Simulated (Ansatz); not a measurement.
Relaxation of CH5ClFGaO (10 atoms, charge 0, multiplicity 1), to a largest force component of 0.03 eV/Å in at most 50 steps.

Level of theory: RKS B3LYP-D4/def2-SVP (Ansatz).

```xyz
10
Properties=species:S:1:pos:R:3
Ga -0.662 -0.627 -0.021
F 0.179 -1.125 -1.514
C 0.259 -0.695 1.691
Cl -2.726 -0.144 -0.405
H 0.903 0.868 -2.010
O 0.726 1.735 -1.609
H -0.459 -0.784 2.520
H 0.959 -1.543 1.696
H 0.829 0.241 1.799
H -0.007 2.074 -2.147
```

Problem. Where does it end, and by what steps?

Solution. The run converged. After 12 steps the energy has fallen by 0.573 eV; H10 moved furthest, 0.72 Å. Joined: Ga1–O6 (3.17 → 2.13 Å).

```
step  energy less start (eV)  largest force component (eV/Å)  accepted
   0                  0.0000                           0.386       yes
   1                 -0.1056                           0.870       yes
   2                 -0.2858                           1.120       yes
   3                 -0.4802                           0.438       yes
   4                 -0.5177                           0.261       yes
   5                 -0.5334                           0.674       yes
   6                 -0.5609                           0.217       yes
   7                 -0.5664                           0.083       yes
   8                 -0.5703                           0.083       yes
   9                 -0.5721                           0.060       yes
  10                 -0.5728                           0.052       yes
  11                 -0.5728                           0.035        no
  12                 -0.5729                           0.006       yes
```

```xyz
10
Properties=species:S:1:pos:R:3
Ga -0.402 -0.390 -0.235
F 0.322 -1.298 -1.598
C 0.316 -0.573 1.573
Cl -2.472 0.175 -0.703
H 0.790 0.810 -1.977
O 0.416 1.309 -1.226
H -0.491 -0.549 2.320
H 0.866 -1.521 1.663
H 1.010 0.258 1.771
H -0.356 1.779 -1.586
```

Run time: 21 s on 2 threads of AMD EPYC 9R45 96-Core Processor (Zen 5), on a shared host, peak memory 0.31 GiB.
